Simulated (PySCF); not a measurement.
Species: C8H10O2S.
Z-matrix (Å and degrees, GFN2-xTB geometry), rows numbered from 1:
```
C 
S   1  1.8158
O   2  1.4379  1  108.33
O   2  1.4360  1  108.51  3  -128.81
C   2  1.8350  1  104.50  3   114.82
C   5  1.4840  2  108.90  1    52.95
C   6  1.3909  5  120.99  2  -105.98
C   7  1.3839  6  120.51  5   178.11
C   8  1.3845  7  120.03  6    -0.46
C   9  1.3855  8  119.79  7    -0.10
C  10  1.3831  9  120.26  8     0.42
H   1  1.0817  2  108.19  3   -58.77
H   1  1.0817  2  108.24  3   179.83
H   1  1.0828  2  107.10  3    60.30
H   5  1.0873  2  104.52  1   173.87
H   5  1.0860  2  105.92  1   -69.64
H   7  1.0809  6  119.63  5    -2.65
H   8  1.0800  7  119.80  6   179.43
H   9  1.0796  8  120.09  7   179.82
H  10  1.0795  9  119.93  8  -179.82
H  11  1.0787  6  119.31  5     1.28
```

Definitions: NICS(0) = −σiso at the ring centroid; NICS(1) = −σiso and NICS(1)zz = −σzz at ±1 Å along the ring normal z. Level: GIAO PBE0/pcSseg-1 (PySCF, non-relativistic, gas phase) on the GFN2-xTB geometry, one conformer.

Ring bond lengths (Å), with Mayer bond orders in brackets: C6–C7 1.391 (1.39), C7–C8 1.384 (1.45), C8–C9 1.384 (1.44), C9–C10 1.385 (1.42), C10–C11 1.383 (1.45), C11–C6 1.391 (1.38).

Question: What do the NICS probes read (ppm)?

Answer: 
```tsv
ring	type	NICS(0)	NICS(1), two faces	NICS(1)zz, two faces	rms pucker (Å)	centre to ring atoms, mean (Å)
C6–C7–C8–C9–C10–C11	6-membered carbocycle; formal bonds all aromatic	-8.4	-11.0 / -11.2	-28.3 / -29.2	0.00	1.39
```

Question: What do they say, and how far can they be read as aromaticity?

Answer: 
- C6–C7–C8–C9–C10–C11: mean NICS(1)zz -28.8 ppm, shielded, aromatic by this magnetic criterion (flat ring, no four-coordinate atom).

Question: And the bond-length index? HOMA = 1 − mean of α(R − Ropt)² over the ring bonds, with Krygowski's 1993 parameters (CC: Ropt 1.388 Å, α 257.7 Å⁻²).

Answer: 
- C6–C7–C8–C9–C10–C11: HOMA 1.00 = 1 − EN − GEO, with mean bond length 1.387 Å, EN = α(Ropt − mean)² = 0.001 and GEO = α × variance = 0.003. The geometric and the magnetic index point the same way.

Question: What field does 14.1 T along the ring normal induce along that normal at the second NICS(1) probe listed for ring C6–C7–C8–C9–C10–C11, 1 Å off the ring?

Answer: NICSzz × B0 = -29.2 ppm × 14.1 T = -412 μT, against the applied field.

Question: List the ring angles and the Hirshfeld charges of the ring atoms.

Answer: 
- C6–C7–C8–C9–C10–C11: C6 119.1° (-0.006 e), C7 120.5° (-0.050 e), C8 120.0° (-0.047 e), C9 119.8° (-0.044 e), C10 120.3° (-0.041 e), C11 120.3° (-0.045 e); sum 720.0° against 720° for a flat convex ring.

Question: How shielded are the nuclei of the rings and their hydrogens (means over atoms taken as equivalent)?

Answer: 
```
   atoms                  environment  σ isotropic (ppm)  principal values of the symmetric part, first atom (ppm)
      C6  substituted aromatic carbon               51.4                                        -53.4, 29.0, 178.5
 C7 (×2)           aromatic CH carbon               49.9                                        -54.9, 45.7, 163.5
 C8 (×2)           aromatic CH carbon               52.4                                        -57.6, 38.6, 177.7
      C9           aromatic CH carbon               52.3                                        -58.9, 35.9, 179.8
H17 (×2)            aromatic hydrogen              23.92                                          20.8, 23.2, 28.8
H18 (×2)            aromatic hydrogen              23.98                                          20.6, 24.5, 27.0
     H19            aromatic hydrogen              23.99                                          20.7, 24.7, 26.6
```
